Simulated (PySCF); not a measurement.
This script is equivalent to a calculation on Br (bromine, neutral).

```python
from pyscf import gto, scf, dft, mp, cc
import basis_set_exchange as bse
mol = gto.M(atom="Br 0 0 0", charge=0, spin=1, symmetry="D2h",
            basis=gto.basis.parse(bse.get_basis("aug-pcseg-3", elements=["Br"], fmt="nwchem")))
mf = dft.UKS(mol, xc="LDA,VWN")
mf.irrep_nelec = {'Ag': (6, 6), 'B1g': (1, 1), 'B2g': (1, 1), 'B3g': (1, 1), 'B1u': (3, 3), 'B2u': (3, 3), 'B3u': (3, 2)}
mf.kernel()
```

What total energy does it give?

-2570.621 hartree (calculated).

Which occupied shell lies highest, and where?

4p β, at -7.597 eV.

What is ⟨S²⟩, and what would a pure spin state give?

0.751, against 0.75.
